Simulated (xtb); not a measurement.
xtb was given this input:
```
$ xtb mol.xyz --gfn 2 --chrg -1 --uhf 1 --gbsa methanol --json

# file mol.xyz
11

C      1.42650279    -1.09765924    -0.30315678
Si     0.01213736     0.16509109    -0.03165282
C     -1.56388176    -0.70217827     0.62622317
Cl     0.76305449     0.79178801     2.13220720
Cl    -0.69452658     0.10064806    -2.29070594
H      1.11420848    -1.87858725    -0.99280464
H      2.30728618    -0.62012116    -0.72403909
H      1.71703127    -1.55674218     0.63856189
H     -2.37176399     0.00847255     0.77886613
H     -1.91241609    -1.45110271    -0.08106818
H     -1.36496922    -1.18558243     1.57970349
```

**Question.** Give the partial charges in atom order at the level GFN2-xTB with GBSA(methanol) (xtb).

**Answer.** C1 -0.17, Si2 0.51, C3 -0.17, Cl4 -0.66, Cl5 -0.66, H6 0.02, H7 0.02, H8 0.02, H9 0.02, H10 0.02, H11 0.02

**Question.** Predict the total energy from GFN2-xTB with GBSA(methanol).

**Answer.** -18.4900 Eh
